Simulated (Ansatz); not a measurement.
Ansatz (an electronic-structure program) input for C3H10OSi2, SMILES [Si@@H]1(C)[C@@H](OC1)[SiH3], PBE-D3(BJ)/def2-SVP. 

Ansatz 0.2 input:
```yaml
crystal:
  periodic: [false, false, false]
  atoms:
    - {symbol: C, position_ang: [-1.82981656, 1.52211510, -0.08021387]}
    - {symbol: Si, position_ang: [-1.24346502, -0.21432425, 0.30054423]}
    - {symbol: C, position_ang: [-0.67116872, -1.34298562, -1.12487277]}
    - {symbol: O, position_ang: [0.65402563, -1.41840849, -0.58317007]}
    - {symbol: C, position_ang: [0.62087565, -0.53973705, 0.56734684]}
    - {symbol: Si, position_ang: [1.84903367, 0.87371351, 0.32339955]}
    - {symbol: H, position_ang: [-1.18897386, 2.00113441, -0.83527647]}
    - {symbol: H, position_ang: [-2.86308502, 1.50713358, -0.46167495]}
    - {symbol: H, position_ang: [-1.81950475, 2.14530491, 0.82813801]}
    - {symbol: H, position_ang: [-2.15331118, -0.84441624, 1.30814187]}
    - {symbol: H, position_ang: [-1.12507040, -2.34624781, -1.20357147]}
    - {symbol: H, position_ang: [-0.66827956, -0.89351264, -2.13484567]}
    - {symbol: H, position_ang: [0.85726253, -1.09618196, 1.49401689]}
    - {symbol: H, position_ang: [1.78759814, 1.80964213, 1.49224199]}
    - {symbol: H, position_ang: [3.24502163, 0.36059041, 0.18417533]}
    - {symbol: H, position_ang: [1.49883399, 1.63601697, -0.91475940]}
basis:
  gaussian:
    orbitals: def2-SVP
hamiltonian:
  xc: pbe
  dispersion: d3bj
relax: {f_tol: 0.002, max_steps: 200}
```

Log of the run:

```
WARN ansatz: RAYON_NUM_THREADS=2 ignored (pool sized by the plan → 2); use --threads N
Functional definition: PBE
integrals: 0.10 GiB planned
1589 factors; their error is unknown
mean field: 0.52 GiB planned
mean field evaluation 1: about -21038.2921 eV, gradient 7.2e1 eV
mean field evaluation 2: about -21015.3758 eV, gradient 1.1e2 eV
mean field evaluation 4: about -21051.1408 eV, gradient 1.0e1 eV
mean field evaluation 8: about -21051.3458 eV, gradient 2.6e-1 eV
mean field evaluation 16: about -21051.2419 eV, gradient 5.7e-4 eV
mean field -21051.24185699 eV, -773.6188692003 hartree, gradient 2.5e-5 eV, S^2 0.000000; 0 other end points of the search recorded, 0 dependent functions left out
the calculation of the forces begins
reference -21051.24189889 eV, -773.6188707400 hartree; 32, 32 occupied and 110, 110 virtual orbitals, 1589 factors
relax step   1: F+E_penalty+E_count = -21051.64489937 eV  Δ(F+E_penalty+E_count) = +0.000e0 eV  max|allowed force component| = 5.155e-1 eV/Å  Δτ_max = 0.0000 Å  (30 SCF iters, accepted)
these checks for a lower state are left out or cut short: starts, cluster_reference, orbital_swaps, neighbouring_geometries, increment
integrals: 0.10 GiB planned
1589 factors; their error is unknown
mean field: 0.52 GiB planned
mean field -21051.26597363 eV, -773.6197554703 hartree, gradient 1.1e-5 eV, S^2 0.000000; 0 other end points of the search recorded, 0 dependent functions left out
the calculation of the forces begins
reference -21051.26601564 eV, -773.6197570142 hartree; 32, 32 occupied and 110, 110 virtual orbitals, 1589 factors
relax step   2: F+E_penalty+E_count = -21051.66704853 eV  Δ(F+E_penalty+E_count) = -2.215e-2 eV  max|allowed force component| = 2.453e-1 eV/Å  Δτ_max = 0.0188 Å  (31 SCF iters, accepted)
these checks for a lower state are left out or cut short: starts, cluster_reference, orbital_swaps, neighbouring_geometries, increment
integrals: 0.10 GiB planned
1589 factors; their error is unknown
mean field: 0.52 GiB planned
mean field evaluation 32: about -21051.2711 eV, gradient 9.3e-4 eV
mean field -21051.27114867 eV, -773.6199456495 hartree, gradient 1.2e-5 eV, S^2 0.000000; 0 other end points of the search recorded, 0 dependent functions left out
the calculation of the forces begins
reference -21051.27119077 eV, -773.6199471966 hartree; 32, 32 occupied and 110, 110 virtual orbitals, 1589 factors
relax step   3: F+E_penalty+E_count = -21051.67096558 eV  Δ(F+E_penalty+E_count) = -3.917e-3 eV  max|allowed force component| = 4.562e-2 eV/Å  Δτ_max = 0.0100 Å  (32 SCF iters, accepted)
these checks for a lower state are left out or cut short: starts, cluster_reference, orbital_swaps, neighbouring_geometries, increment
integrals: 0.10 GiB planned
1589 factors; their error is unknown
mean field: 0.52 GiB planned
mean field -21051.27119056 eV, -773.6199471890 hartree, gradient 2.0e-5 eV, S^2 0.000000; 0 other end points of the search recorded, 0 dependent functions left out
the calculation of the forces begins
reference -21051.27123267 eV, -773.6199487364 hartree; 32, 32 occupied and 110, 110 virtual orbitals, 1589 factors
relax step   4: F+E_penalty+E_count = -21051.67112026 eV  Δ(F+E_penalty+E_count) = -1.547e-4 eV  max|allowed force component| = 1.434e-2 eV/Å  Δτ_max = 0.0038 Å  (23 SCF iters, accepted)
these checks for a lower state are left out or cut short: starts, cluster_reference, orbital_swaps, neighbouring_geometries, increment
integrals: 0.10 GiB planned
1589 factors; their error is unknown
mean field: 0.52 GiB planned
mean field -21051.27111800 eV, -773.6199445223 hartree, gradient 1.9e-5 eV, S^2 0.000000; 0 other end points of the search recorded, 0 dependent functions left out
the calculation of the forces begins
reference -21051.27116011 eV, -773.6199460698 hartree; 32, 32 occupied and 110, 110 virtual orbitals, 1589 factors
relax step   5: F+E_penalty+E_count = -21051.67117440 eV  Δ(F+E_penalty+E_count) = -5.414e-5 eV  max|allowed force component| = 5.830e-3 eV/Å  Δτ_max = 0.0036 Å  (24 SCF iters, accepted)
these checks for a lower state are left out or cut short: starts, cluster_reference, orbital_swaps, neighbouring_geometries, increment
integrals: 0.10 GiB planned
1589 factors; their error is unknown
mean field: 0.52 GiB planned
mean field -21051.27097907 eV, -773.6199394168 hartree, gradient 1.1e-5 eV, S^2 0.000000; 0 other end points of the search recorded, 0 dependent functions left out
the calculation of the forces begins
reference -21051.27102118 eV, -773.6199409645 hartree; 32, 32 occupied and 110, 110 virtual orbitals, 1589 factors
relax step   6: F+E_penalty+E_count = -21051.67118324 eV  Δ(F+E_penalty+E_count) = -8.844e-6 eV  max|allowed force component| = 3.048e-2 eV/Å  Δτ_max = 0.0121 Å  (32 SCF iters, accepted)
these checks for a lower state are left out or cut short: starts, cluster_reference, orbital_swaps, neighbouring_geometries, increment
integrals: 0.10 GiB planned
1589 factors; their error is unknown
mean field: 0.52 GiB planned
mean field -21051.27097665 eV, -773.6199393279 hartree, gradient 9.4e-6 eV, S^2 0.000000; 0 other end points of the search recorded, 0 dependent functions left out
the calculation of the forces begins
reference -21051.27101877 eV, -773.6199408758 hartree; 32, 32 occupied and 110, 110 virtual orbitals, 1589 factors
relax step   7: F+E_penalty+E_count = -21051.67127872 eV  Δ(F+E_penalty+E_count) = -9.547e-5 eV  max|allowed force component| = 7.001e-3 eV/Å  Δτ_max = 0.0052 Å  (24 SCF iters, accepted)
these checks for a lower state are left out or cut short: starts, cluster_reference, orbital_swaps, neighbouring_geometries, increment
integrals: 0.10 GiB planned
1589 factors; their error is unknown
mean field: 0.52 GiB planned
mean field evaluation 64: about -21051.2710 eV, gradient 1.7e-5 eV
mean field -21051.27100166 eV, -773.6199402472 hartree, gradient 1.7e-5 eV, S^2 0.000000; 0 other end points of the search recorded, 0 dependent functions left out
the calculation of the forces begins
reference -21051.27104379 eV, -773.6199417952 hartree; 32, 32 occupied and 110, 110 virtual orbitals, 1589 factors
relax step   8: F+E_penalty+E_count = -21051.67131483 eV  Δ(F+E_penalty+E_count) = -3.611e-5 eV  max|allowed force component| = 5.368e-3 eV/Å  Δτ_max = 0.0072 Å  (24 SCF iters, accepted)
these checks for a lower state are left out or cut short: starts, cluster_reference, orbital_swaps, neighbouring_geometries, increment
integrals: 0.10 GiB planned
1589 factors; their error is unknown
mean field: 0.52 GiB planned
mean field -21051.27098929 eV, -773.6199397925 hartree, gradient 1.0e-5 eV, S^2 0.000000; 0 other end points of the search recorded, 0 dependent functions left out
the calculation of the forces begins
reference -21051.27103144 eV, -773.6199413414 hartree; 32, 32 occupied and 110, 110 virtual orbitals, 1589 factors
relax step   9: F+E_penalty+E_count = -21051.67137347 eV  Δ(F+E_penalty+E_count) = -5.864e-5 eV  max|allowed force component| = 9.461e-3 eV/Å  Δτ_max = 0.0171 Å  (31 SCF iters, accepted)
these checks for a lower state are left out or cut short: starts, cluster_reference, orbital_swaps, neighbouring_geometries, increment
integrals: 0.10 GiB planned
1589 factors; their error is unknown
mean field: 0.52 GiB planned
mean field -21051.27093900 eV, -773.6199379445 hartree, gradient 9.3e-6 eV, S^2 0.000000; 0 other end points of the search recorded, 0 dependent functions left out
the calculation of the forces begins
reference -21051.27098119 eV, -773.6199394948 hartree; 32, 32 occupied and 110, 110 virtual orbitals, 1589 factors
relax step  10: F+E_penalty+E_count = -21051.67142426 eV  Δ(F+E_penalty+E_count) = -5.079e-5 eV  max|allowed force component| = 1.222e-2 eV/Å  Δτ_max = 0.0240 Å  (31 SCF iters, accepted)
these checks for a lower state are left out or cut short: starts, cluster_reference, orbital_swaps, neighbouring_geometries, increment
integrals: 0.10 GiB planned
1589 factors; their error is unknown
mean field: 0.52 GiB planned
mean field -21051.27087683 eV, -773.6199356597 hartree, gradient 1.2e-5 eV, S^2 0.000000; 0 other end points of the search recorded, 0 dependent functions left out
the calculation of the forces begins
reference -21051.27091905 eV, -773.6199372110 hartree; 32, 32 occupied and 110, 110 virtual orbitals, 1589 factors
relax step  11: F+E_penalty+E_count = -21051.67144629 eV  Δ(F+E_penalty+E_count) = -2.203e-5 eV  max|allowed force component| = 1.188e-2 eV/Å  Δτ_max = 0.0141 Å  (32 SCF iters, accepted)
these checks for a lower state are left out or cut short: starts, cluster_reference, orbital_swaps, neighbouring_geometries, increment
integrals: 0.10 GiB planned
1589 factors; their error is unknown
mean field: 0.52 GiB planned
mean field -21051.27083580 eV, -773.6199341518 hartree, gradient 2.0e-5 eV, S^2 0.000000; 0 other end points of the search recorded, 0 dependent functions left out
the calculation of the forces begins
reference -21051.27087802 eV, -773.6199357034 hartree; 32, 32 occupied and 110, 110 virtual orbitals, 1589 factors
relax step  12: F+E_penalty+E_count = -21051.67146630 eV  Δ(F+E_penalty+E_count) = -2.000e-5 eV  max|allowed force component| = 5.894e-3 eV/Å  Δτ_max = 0.0041 Å  (23 SCF iters, accepted)
these checks for a lower state are left out or cut short: starts, cluster_reference, orbital_swaps, neighbouring_geometries, increment
integrals: 0.10 GiB planned
1589 factors; their error is unknown
mean field: 0.52 GiB planned
mean field evaluation 96: about -21051.2708 eV, gradient 4.6e-4 eV
mean field -21051.27075885 eV, -773.6199313240 hartree, gradient 1.4e-5 eV, S^2 0.000000; 0 other end points of the search recorded, 0 dependent functions left out
the calculation of the forces begins
reference -21051.27080108 eV, -773.6199328758 hartree; 32, 32 occupied and 110, 110 virtual orbitals, 1589 factors
relax step  13: F+E_penalty+E_count = -21051.67147040 eV  Δ(F+E_penalty+E_count) = -4.108e-6 eV  max|allowed force component| = 3.106e-3 eV/Å  Δτ_max = 0.0031 Å  (23 SCF iters, accepted)
these checks for a lower state are left out or cut short: starts, cluster_reference, orbital_swaps, neighbouring_geometries, increment
integrals: 0.10 GiB planned
1589 factors; their error is unknown
mean field: 0.52 GiB planned
mean field -21051.27074471 eV, -773.6199308043 hartree, gradient 1.7e-5 eV, S^2 0.000000; 0 other end points of the search recorded, 0 dependent functions left out
the calculation of the forces begins
reference -21051.27078694 eV, -773.6199323561 hartree; 32, 32 occupied and 110, 110 virtual orbitals, 1589 factors
relax step  14: F+E_penalty+E_count = -21051.67147183 eV  Δ(F+E_penalty+E_count) = -1.431e-6 eV  max|allowed force component| = 1.718e-3 eV/Å  Δτ_max = 0.0013 Å  (22 SCF iters, accepted)
integrals: 0.10 GiB planned
1589 factors; their error is unknown
mean field: 0.52 GiB planned
mean field -21051.27074471 eV, -773.6199308043 hartree, gradient 1.6e-5 eV, S^2 0.000000; 1 other end points of the search recorded, 0 dependent functions left out
the calculation of the forces begins
reference -21051.27078694 eV, -773.6199323561 hartree; 32, 32 occupied and 110, 110 virtual orbitals, 1589 factors
Total energy: -21051.67151406 eV, -773.6346588063 hartree
Atom 0 at    -1.846518     1.531919    -0.062905 Å, force     0.000060    -0.000322     0.000114 eV/Å
Atom 1 at    -1.253218    -0.217889     0.302377 Å, force    -0.001187     0.000004    -0.000932 eV/Å
Atom 2 at    -0.655342    -1.339501    -1.133822 Å, force     0.001718     0.000008     0.001120 eV/Å
Atom 3 at     0.660239    -1.473961    -0.535591 Å, force    -0.001173     0.000987    -0.000054 eV/Å
Atom 4 at     0.618428    -0.546247     0.600815 Å, force     0.000336    -0.000880    -0.000084 eV/Å
Atom 5 at     1.853205     0.868156     0.303947 Å, force     0.000486     0.000315    -0.000362 eV/Å
Atom 6 at    -1.188783     2.030287    -0.802258 Å, force     0.000328     0.000286    -0.000273 eV/Å
Atom 7 at    -2.879542     1.517963    -0.467460 Å, force    -0.000086    -0.000150     0.000031 eV/Å
Atom 8 at    -1.857545     2.144111     0.862404 Å, force     0.000008     0.000390     0.000407 eV/Å
Atom 9 at    -2.179636    -0.874135     1.294743 Å, force     0.000307    -0.000025     0.000406 eV/Å
Atom 10 at    -1.134696    -2.334947    -1.263455 Å, force    -0.000449    -0.000778    -0.000146 eV/Å
Atom 11 at    -0.601218    -0.854749    -2.136721 Å, force     0.000039     0.000327    -0.000860 eV/Å
Atom 12 at     0.858079    -1.077562     1.551011 Å, force     0.000052    -0.000040     0.000375 eV/Å
Atom 13 at     1.810305     1.852878     1.446916 Å, force     0.000059     0.000153     0.000192 eV/Å
Atom 14 at     3.255160     0.340860     0.165002 Å, force    -0.000025    -0.000345     0.000252 eV/Å
Atom 15 at     1.491057     1.592655    -0.965382 Å, force    -0.000473     0.000070    -0.000186 eV/Å
Dipole moment:    -0.416966     0.204426     0.059195 e Å
```

The calculation finished and met its thresholds.

Cost: very roughly 50 core-seconds.
